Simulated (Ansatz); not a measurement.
Ansatz (a program for electronic structure) input:

Ansatz 0.2 input:
```yaml
crystal:
  periodic: [false, false, false]
  atoms:
    - {symbol: Hf, position_ang: [-0.00000000, -0.00000000, -0.20317062]}
    - {symbol: F, position_ang: [0.00000000, 0.00000000, 1.62536498]}
basis:
  gaussian:
    orbitals: def2-TZVP
hamiltonian:
  xc: {name: PBE0}
total_charge: 1
magnetization: {spin_polarized: true, initial_magnetization: 2}
```

Q: Which total energy does the run end on?

A: -147.50348 Eh (PBE0/def2-TZVP). The basis has 71 functions.

This is an excited triplet: at this geometry the singlet lies 0.18 eV lower at CCSD(T)/CBS(def2-TZVPPD,def2-QZVPPD).
